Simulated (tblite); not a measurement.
C9H13Cl.
Numbering: `[CH3:1][CH2:2][C:3]1=[C:4]([CH3:5])[CH:6]=[CH:7][CH2:8][C@@H:9]1[Cl:10]` (hydrogens: H11, H12, H13 on C1; H14, H15 on C2; H16, H17, H18 on C5; H19 on C6; H20 on C7; H21, H22 on C8; H23 on C9)

Computed geometry: GFN2-xTB, gas phase.

Task: Give the optimised bond lengths and angles.

Result: 
```tsv
bond	length (Å)	order
C1–C2	1.531	single
C2–C3	1.501	single
C3=C4	1.345	double
C4–C5	1.501	single
C4–C6	1.453	single
C6=C7	1.331	double
C7–C8	1.495	single
C8–C9	1.518	single
C9–Cl10	1.827	single
C3–C9	1.494	single
C1–H11, C1–H12, C1–H13	1.088	single
C2–H14	1.090	single
C2–H15	1.093	single
C5–H16, C5–H17, C5–H18	1.088	single
C6–H19	1.080	single
C7–H20	1.079	single
C8–H21	1.091	single
C8–H22	1.098	single
C9–H23	1.091	single
```

Bonds in one row agree within 0.01 Å and their mean is given. Orders are formal, as drawn. A selection of angles:
```tsv
angle	degrees
C2–C1–H11	110.8
C2–C1–H12	110.5
H11–C1–H12	108.2
H12–C1–H13	108.6
C1–C2–C3	111.2
C1–C2–H14	109.4
C1–C2–H15	109.1
C3–C2–H14	110.4
C3–C2–H15	108.8
H14–C2–H15	107.9
C2–C3–C4	124.4
C2–C3–C9	115.8
C4–C3–C9	119.7
C3–C4–C5	122.9
C3–C4–C6	119.7
C5–C4–C6	117.4
C4–C5–H16	110.4
C4–C5–H17	111.1
H16–C5–H17	108.5
C4–C6–C7	121.8
C4–C6–H19	117.3
C7–C6–H19	120.9
C6–C7–C8	120.5
C6–C7–H20	121.8
C8–C7–H20	117.6
C7–C8–C9	111.2
C7–C8–H21	110.9
C7–C8–H22	108.7
C9–C8–H21	110.2
C9–C8–H22	108.1
H21–C8–H22	107.6
C8–C9–Cl10	108.9
C8–C9–H23	111.1
Cl10–C9–H23	104.0
C3–C9–C8	113.7
C3–C9–Cl10	106.9
C3–C9–H23	111.7
```

Dihedral angles: C1–C2–C3–C4 -98° (anticlinal); C2–C3–C4–C5 1° (synperiplanar); C3–C4–C6–C7 -14° (synperiplanar); C4–C6–C7–C8 -1° (synperiplanar); C6–C7–C8–C9 29° (synperiplanar); C7–C8–C9–Cl10 78° (synclinal); C2–C3–C9–C8 -154° (antiperiplanar).

The 6-membered ring C3–C4–C6–C7–C8–C9 has internal angles of 111.2° to 121.8°; it is puckered, 0.15 Å rms from its mean plane, widest ring torsion 42°. Of the pairs four or more bonds apart, C5···H14 is among the closest relative to their van der Waals radii: 2.62 Å, 90 % of the sum of Bondi's values. The C–C distances run from 1.331 Å (C6=C7, drawn double) to 1.531 Å (C1–C2, drawn single), a spread of 0.200 Å.

Point group: C1 (no symmetry element, even within 0.4 Å). Its GFN2-xTB frequencies are all real (lowest 62 cm⁻¹). One conformer, not necessarily the lowest.

The run took 0.8 s of wall time on one thread of an Intel Xeon 6975P-C, no GPU, on a shared host. These figures are those of the optimisation.
